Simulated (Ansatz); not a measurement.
Ag3Br2, relaxed as a doublet with UKS PBE0-D4/def2-SVP in Ansatz, starting from the GFN1-xTB geometry. Force threshold 0.02 eV/Å.

In the def2 sets Ag takes a core potential; there is no spin–orbit coupling. The relaxation made no stability test and no search for a lower SCF solution. No other spin state of charge 0 was run. The structure comes from a short search, and lower isomers may exist.

Start:

```xyz
5

Ag   -1.924   -0.183   -0.653
Ag    1.157    1.200    0.248
Ag   -0.254   -2.132    0.190
Br    2.069   -1.178    0.932
Br   -1.048    2.294   -0.717
```

**Question.** Estimate the energy that the relaxation releases and the steps that it takes.

**Answer.** 25.1 kJ/mol, in 5 steps; 62 s on 4 threads of Arm Neoverse N1 on a shared host. No frequencies were taken in this run, so the end may be a saddle point.

**Question.** Does the start keep its bonding and symmetry?

**Answer.** By distances, no bond broke or formed, bridged metal pairs apart. The bond that changes most is Ag2–Br5, from 2.64 to 2.53 Å (atoms count from 1). Metal–metal contacts that move far: Ag2–Ag3 3.62 to 2.97 Å, Ag1–Ag2 3.50 to 2.96 Å. The end is the same structure that another start reached, the lowest one found. Point group Cs at the start, C2v at the end, both within 0.05 Å; within 0.015 Å the end is Cs.

**Question.** Predict the relaxed structure.

**Answer.** 
```xyz
5

Ag   -1.880   -0.079   -0.676
Ag    0.804    0.818    0.176
Ag   -0.154   -1.994    0.231
Br    2.211   -1.128    0.962
Br   -0.980    2.382   -0.693
```
Bond lengths (bridged metal pairs left out): 4 × Ag–Br 2.53 to 2.62 Å; 1 × Ag–Ag 2.73 Å.
